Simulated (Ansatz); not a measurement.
Reaction (redistribution): `B/C=C(/N)F` + `[SiH3][CH2][GaH2]` → `B[CH2][GaH2]` + `N/C(F)=C/[SiH3]`

Gas-phase electronic energies from Ansatz, PBE0-D4/def2-TZVP geometries. CBS: MP2 limit from def2 TZ/QZ plus the TZ coupled-cluster correction, frozen cores. Double bonds are as drawn, so ΔE can hold a change between cis and trans. Functionals use def2-TZVPP. For Ga outer-core shells are correlated without core-valence functions, which leaves a few kJ/mol of doubt a bond. Scalar relativity is left out up to krypton. One conformer a species, not always the lowest.

`B/C=C(/N)F`:

```xyz
10

B    -0.548   -0.559    1.746
C     0.226   -0.476    0.465
C    -0.060    0.403   -0.528
N     0.582    0.572   -1.695
F    -1.067    1.259   -0.432
H    -1.476    0.168    1.954
H    -0.241   -1.363    2.580
H     1.073   -1.125    0.256
H     1.316   -0.060   -1.952
H     0.196    1.183   -2.392
```

`[SiH3][CH2][GaH2]`:

Z-matrix (Å, degrees):
```
Si
C 1 1.867
H 1 1.490 2 110.5
H 1 1.489 2 112.2 3 120.5
H 1 1.490 2 110.5 3 -118.9
Ga 2 1.967 1 112.9 3 59.5
H 2 1.094 1 108.2 3 -179.2
H 2 1.094 1 108.2 3 -61.6
H 6 1.571 2 119.7 1 -89.4
H 6 1.571 2 119.7 1 89.8
```

`B[CH2][GaH2]`:

Z-matrix (Å, degrees):
```
C
Ga 1 2.011
B 1 1.513 2 101.7
H 1 1.090 2 104.3 3 123.1
H 1 1.095 2 100.6 3 -119.7
H 2 1.567 1 119.2 3 77.0
H 2 1.567 1 118.2 3 -107.0
H 3 1.200 1 120.8 2 91.1
H 3 1.200 1 120.6 2 -83.7
```

`N/C(F)=C/[SiH3]`:

```xyz
11

N    -1.885   -1.077   -0.546
C    -0.745   -0.331   -0.474
F    -0.551    0.312   -1.634
C     0.095   -0.141    0.544
Si    1.521    1.026    0.482
H    -2.015   -1.750    0.189
H    -2.134   -1.404   -1.466
H    -0.104   -0.705    1.448
H     2.214    0.971    1.797
H     1.099    2.433    0.235
H     2.505    0.666   -0.576
```

```json
{"species": "`B/C=C(/N)F`", "PBE-D4 energy (Eh)": "-258.44624"}
{"species": "`[SiH3][CH2][GaH2]`", "PBE-D4 energy (Eh)": "-2256.15843"}
{"species": "`B[CH2][GaH2]`", "PBE-D4 energy (Eh)": "-1991.00633"}
{"species": "`N/C(F)=C/[SiH3]`", "PBE-D4 energy (Eh)": "-523.58840"}
```

Work out ΔE.

ΔE = (-1991.00633) + (-523.58840) − (-258.44624) − (-2256.15843) = 0.00994 Eh = +26.1 kJ/mol. CCSD(T)/CBS gives +19.6 kJ/mol.

Largest T1 diagnostic among the species: 0.013.

In def2-TZVPP, CCSD(T) changes the Hartree–Fock value by −5.8 kJ/mol (the triples alone add +0.1 kJ/mol) and MP2 by −4.1 kJ/mol.
